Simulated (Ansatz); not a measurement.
Saddle point of Si$_{5}$NH$_{13}$Cl$_{2}$, singlet (Si₄NH₁₁ ([NH2][Si]([SiH3])([SiH3])[SiH3]) + SiH₂Cl₂ ([Cl][SiH2][Cl]) → Si₅NH₁₂Cl ([SiH3][Si]([SiH3])([SiH3])[NH][SiH2][Cl]) + HCl; bonds formed: Cl2–H4; dative contacts that become bonds: Si1–N5; bonds broken: Si1–Cl2, H4–N5), PBE0-D4/def2-TZVP structure:

```tsv
atom	x (Å)	y (Å)	z (Å)
Si1	-0.4536	-1.1757	2.2785
Cl2	2.3415	0.2657	2.2949
Cl3	-2.4347	-1.7021	2.0823
H4	0.8020	0.6032	1.7699
N5	-0.2750	0.3550	1.3579
Si6	-0.0337	0.2765	-0.4600
Si7	-0.1890	2.4845	-1.2213
Si8	-1.7039	-1.0200	-1.4714
Si9	2.0897	-0.6060	-0.9228
H10	-0.2039	-0.9250	3.7039
H11	0.3620	-2.2008	1.6137
H12	-0.9623	1.0509	1.6374
H13	0.0148	2.4809	-2.6929
H14	0.8429	3.3280	-0.5652
H15	-1.5377	3.0367	-0.9140
H16	-1.4902	-0.8711	-2.9363
H17	-3.0590	-0.5199	-1.1223
H18	-1.5849	-2.4539	-1.1033
H19	1.9611	-0.9382	-2.3754
H20	2.3477	-1.8644	-0.1864
H21	3.1664	0.3958	-0.7673
```

Energies are electronic, without zero-point energy. Barriers and step energies count from the start structure reached by relaxing down the imaginary mode; all methods use the PBE0-D4 structures, on which another method's saddle can fall below an end. Ansatz 0.2.0; basis: def2-TZVPP, with def2-QZVPP for the basis limit; cores frozen in the correlated methods. B3LYP uses VWN-RPA correlation. Extrapolation: Hartree–Fock as exp(−7.88 √X), correlation as X^−2.97.

```tsv
method	barrier (kJ/mol)	step energy (kJ/mol)
SPW92	36.1	37.3
PBE-D4	35.8	19.8
BLYP-D4	29.6	6.6
r2SCAN-D4	35.5	17.8
B97M-V	?	14.7
PBE0-D4	41.4	22.3
B3LYP-D4	34.1	8.8
r2SCAN0-D4	40.5	20.9
BHLYP-D4	40.6	12.4
CAM-B3LYP-D4	35.9	8.5
wB97X-V	44.0	17.9
wB97M-V	47.5	24.5
B2PLYP	?	4.7
PBE-QIDH	44.1	20.8
RPA on PBE	41.1	3.0
HF	39.8	-9.3
MP2	?	13.4
CCSD	42.8	6.3
CCSD(T)	41.6	8.7
```

Problem. Fill in the withheld barriers. (Judge from chemistry; the value comes from the calculation.)

Solution. Computed: B97M-V 44.1; B2PLYP 35.0; MP2 40.7 kJ/mol. Each is the energy of the saddle less that of the start structure, by the same method.

For comparison, the barrier by CCSD(T) at an estimated basis limit (MP2 extrapolated from triple and quadruple zeta, plus CCSD(T) − MP2 in triple zeta) is 42.2 kJ/mol.

T1 diagnostic: at most 0.013.

The step is the kind of exchange with an N–H group that builds nitride films in atomic layer and chemical vapour deposition. Here a small cluster stands in for the surface site.

Labels in which every atom is bracketed show which atoms are joined, not bond orders.

For scale, one of the runs: CCSD(T)/def2-TZVPP, 507 basis functions, launched by `ansatz run in.yaml --threads 5 --pin off --events-out ev --progress --plain --max-ram 66560MiB --backend cuda --devices 0, --max-vram 37GiB`. Hardware: 5 CPU threads of an AMD EPYC 7R13 and a share of one NVIDIA H100, shared host. Wall time 55 s; peak host memory 1.2 GiB.
